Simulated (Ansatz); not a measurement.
Born–Oppenheimer molecular dynamics of C2H9ClSi (13 atoms, charge 0, multiplicity 1). It starts from a rough guess of a transition structure, not a stationary point.

The calculation used UKS BHLYP-D4/STO-3G in Ansatz.

* ensemble: NVE (velocity Verlet)
* time step: 0.5 fs
* steps asked: 150
* starting velocities drawn for: 300 K
* seed: 727015

First frame:

```xyz
13
Properties=species:S:1:pos:R:3
Si -0.399 -0.242 0.742
Cl 0.290 -2.553 1.380
H -1.646 -0.944 0.467
H 0.363 0.070 1.943
C -0.856 1.526 0.140
H 0.823 -1.583 0.018
C 0.948 -0.580 -0.936
H -1.221 1.547 -0.883
H -1.649 1.938 0.760
H -0.024 2.224 0.199
H 0.193 -0.460 -1.700
H 1.496 0.338 -0.776
H 1.681 -1.280 -1.355
```

Problem. How far do the bonds stretch over the last three quarters of this one trajectory? (Pairs bonded in most of those frames.)

Solution. 
| bond | mean (Å) | spread (Å) | shortest | longest |
| --- | --- | --- | --- | --- |
| Si1–H3 | 1.436 | 0.034 | 1.38 | 1.49 |
| Si1–H4 | 1.435 | 0.019 | 1.41 | 1.47 |
| Si1–C5 | 1.855 | 0.042 | 1.77 | 1.91 |
| Si1–C7 | 1.879 | 0.067 | 1.79 | 2.00 |
| Cl2–H6 | 1.370 | 0.077 | 1.23 | 1.48 |
| C5–H8 | 1.089 | 0.017 | 1.06 | 1.12 |
| C5–H9 | 1.089 | 0.009 | 1.07 | 1.11 |
| C5–H10 | 1.090 | 0.018 | 1.06 | 1.12 |
| C7–H11 | 1.092 | 0.016 | 1.06 | 1.12 |
| C7–H12 | 1.094 | 0.021 | 1.05 | 1.14 |
| C7–H13 | 1.095 | 0.034 | 1.03 | 1.16 |

Pairs bonded in part of these frames only: Si1–Cl2 10 %.

Mean temperature of the second half: 2006 K. The conserved energy stayed within 0.33 meV per atom of its start (net change -0.16 meV per atom), so the integration is sound. The kinetic energy rose, since the run started high on the potential surface and went downhill. It ends in pieces (C2H8Si + ClH), so much of that is their flight and rotation, not heat. A run of 0.075 ps of so small a system gives no equilibrium averages. The orbitals were unrestricted but ended closed-shell. Limits of this set-up: minimal basis.

Run time: 7 min on 1 thread of Arm Neoverse V2, with other jobs on the host, peak memory 0.14 GiB.
